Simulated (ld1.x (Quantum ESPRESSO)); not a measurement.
## aluminium (Al): PAW pseudisation with PBE, non-relativistic reference atom.

* Element: aluminium
* Generator: ld1.x (Quantum ESPRESSO) 7.5
* Type: PAW
* Functional: PBE
* Relativity: non-relativistic
* Frozen core: [He]
* Valence charge: 11
* Reference configuration: 2s2 2p6 3s2 3p0.5 (charge +0.5)
* Partial waves: 2s (bound): rcut 0.85, rcutus 1.10 bohr; 3s (bound): rcut 0.85, rcutus 1.10 bohr; 2p (bound): rcut 1.20, rcutus 1.30 bohr; 3p (bound): rcut 1.20, rcutus 1.30 bohr; 3d channel at 0.2 Ry: rcut 0.80, rcutus 1.10 bohr; 3d channel at 1.4 Ry: rcut 0.80, rcutus 1.10 bohr
* Local potential: all-electron potential smoothed inside 0.90 bohr (lloc = -2)
* Core correction: Bessel-smoothed model core inside 0.80 bohr
* Augmentation charge: PSQ, inside the norm-conserving radii

All-electron outer shells of the reference configuration (PBE, non-relativistic, ld1.x):

```csv
shell,level (eV),outermost node (bohr),outermost maximum (bohr)
2s,-111.56,0.17,0.50
2p,-73.53,–,0.43
3s,-11.07,0.80,2.06
3p,-5.71,0.82,2.52
```

Q: Does the generator finish with these settings?

A: Yes, a potential is produced and its reference levels are reproduced.

Q: Estimate the cutoffs (Ry, on a coarse ladder) from which the occupation-weighted sum of valence levels, in a spherical-Bessel basis at the reference potential, stays within 10 and 1 mRy of its value at 400 Ry.

A: 80 Ry and 120 Ry.

Q: Does the potential have ghost states?

A: No extra level below or beside the all-electron valence levels (s, p, d, f tested).

Q: Is the overlap operator S = 1 + Σ q|β⟩⟨β| positive definite (Bessel basis up to 400 Ry)?

A: Yes: its lowest eigenvalue is 0.12 (p channel).

Q: Which valence shell sets the plane-wave cutoff?

A: 3p: its level needs 110 Ry to come within 1 mRy, against 80 Ry for 3s.

Test run stopped at test 2 of 7 (negative rho), 1 before it not solved. Not counted: 2s2 2p6 3s2 3p1 (pseudo-atom not self-consistent, printed error -1388 eV).
